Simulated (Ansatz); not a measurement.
Ansatz results at the PBE0-D4/def2-TZVP geometry: HOMO energy (ωB97M-V/def2-TZVPP) -9.45 eV; HOMO–LUMO gap (PBE/def2-TZVPP) 5.40 eV; HOMO–LUMO gap (ωB97M-V/def2-TZVPP) 11.00 eV.

Each molecule was computed in one conformer, which needn't be the lowest.

**Question.** Which molecule gave them?
A. `NC1N[SiH2]1`
B. `N[SiH](C=O)CCl`
C. `C[SiH2][GeH2][PH2]`
D. `BO[SiH2]B`

**Answer.** C. The others give `NC1N[SiH2]1`: -9.11, 4.53, 10.64; `BO[SiH2]B`: -10.61, 3.20, 9.92; `N[SiH](C=O)CCl`: -9.35, 2.81, 10.00.
